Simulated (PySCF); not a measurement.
# Magnetisability: SMILES CC(=S)CSC1(F)CC1, C6H9FS2

Geometry:
| atom | x (Å) | y (Å) | z (Å) |
| --- | --- | --- | --- |
| C1 | 3.149 | 0.290 | -0.150 |
| C2 | 2.239 | -0.320 | 0.852 |
| S3 | 2.702 | -0.635 | 2.377 |
| C4 | 0.858 | -0.648 | 0.411 |
| S5 | 0.000 | 0.845 | -0.263 |
| C6 | -1.591 | 0.083 | -0.551 |
| F7 | -1.542 | -0.843 | -1.557 |
| C8 | -2.844 | 0.883 | -0.418 |
| C9 | -2.526 | -0.196 | 0.581 |
| H10 | 3.196 | -0.325 | -1.048 |
| H11 | 4.146 | 0.417 | 0.261 |
| H12 | 2.755 | 1.264 | -0.448 |
| H13 | 0.261 | -1.026 | 1.241 |
| H14 | 0.872 | -1.375 | -0.405 |
| H15 | -2.751 | 1.913 | -0.114 |
| H16 | -3.623 | 0.698 | -1.141 |
| H17 | -3.092 | -1.115 | 0.539 |
| H18 | -2.218 | 0.096 | 1.573 |

Theory: GIAO KT3/pcSseg-1 magnetisability, rotational g tensor and spin-rotation constants, non-relativistic, gas phase (PySCF 2.14.0). Geometry: GFN2-xTB.

**Question.** How diamagnetic is it, and how anisotropic?

**Answer.** Isotropic -1506 × 10⁻³⁰ J/T², or -90.7 × 10⁻⁶ cm³/mol; principal values -1753, -1516, -1247 × 10⁻³⁰ J/T², anisotropy 439 × 10⁻³⁰ J/T² (root of half the summed squared differences of the principal values). The susceptibility is in cgs units.

**Question.** Split it along the inertial axes a, b, c into diamagnetic and paramagnetic parts about the centre of mass, with the quadrupole moment.

**Answer.** 
| axis | χ (10⁻⁶ cm³/mol) | diamagnetic (10⁻⁶ cm³/mol) | paramagnetic (10⁻⁶ cm³/mol) | summed x² of all electrons (Å²) | quadrupole Θ (D Å) |
| --- | --- | --- | --- | --- | --- |
| a | -85.8 | -602.2 | 516.4 | 465.7 | -1.75 |
| b | -81.2 | -2190.4 | 2109.2 | 91.4 | +1.11 |
| c | -105.0 | -2363.5 | 2258.5 | 50.6 | +0.64 |

Anisotropies 2χaa − χbb − χcc = +14.6 and 2χbb − χaa − χcc = +28.3 × 10⁻⁶ cm³/mol. Θ is traceless in Buckingham's convention.

**Question.** And the rotational g tensor?

**Answer.** 
| axis | rotational constant (GHz) | g | nuclear part | electronic part |
| --- | --- | --- | --- | --- |
| a | 2.5427 | -0.0407 | 0.5762 | -0.6169 |
| b | 0.5527 | -0.0105 | 0.5372 | -0.5477 |
| c | 0.5145 | -0.0039 | 0.5420 | -0.5459 |

Asymmetric top; isotopes 12C, 19F, 1H, 32S; no vibrational averaging.
